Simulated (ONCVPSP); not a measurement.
Which change was made? (F, ONCV)

ONCVPSP 4.0.1 input, shortened (lines: element, Z, core and valence counts, functional; n l f; lmax; l rc ep ncon nbas qcut; lloc lpopt rc5 dvloc0; l nproj debl; icmod fcfact rcfact), Wu-Cohen, scalar-relativistic:

```
  F 9.00    1    2  -118130      upf
    1    0    2.00
    2    0    2.00
    2    1    5.00
    1
    0    0.75    0.00    4    9   11.10
    1    1.75    0.00    3    7    6.50
    4    5    0.65    6.00
    0    2    2.10
    1    1    1.50
    3    3.50    1.60
```

Cutoffs, loose and tight: the cutoffs (Ha) at which the residual kinetic energy of the hardest occupied pseudo-wave falls to 1 and 0.1 mHa per electron. They do not see the model core or the augmentation charge, which bear on the density cutoff. Test errors are all-electron minus pseudo excitation energies from the reference, over the configurations 2s2 2p4; 2s2 2p3; 2s2 2p2; 2s2 2p4.5; variants that change the core or the reference have their own tests. The largest error is taken over the tests solved by every variant that gives reliable tests at all, those not shown here included: 2s2 2p3; 2s2 2p4; 2s2 2p4.5.

The base gives: outcome: generated; cutoff, loose: 52 Ha; cutoff, tight: 89 Ha; bound ghosts: none; GHOST(+) flags above zero: none; largest test error (meV): +977.

Question: After one change the result is: outcome: generated; cutoff, loose: 52 Ha; cutoff, tight: 89 Ha; bound ghosts: none; GHOST(+) flags above zero: none; largest test error (meV): +650. Which change was it?
A. p: rc 2.24
B. p: rc 1.26
C. p: rc 1.52

Answer: C. The others give: p: rc 2.24 → outcome: generated; cutoff, loose: 52 Ha; cutoff, tight: 89 Ha; bound ghosts: none; GHOST(+) flags above zero: none; largest test error (meV): +1747 | p: rc 1.26 → outcome: generated; cutoff, loose: 93 Ha; cutoff, tight: 153 Ha; bound ghosts: none; GHOST(+) flags above zero: none; largest test error (meV): +397.
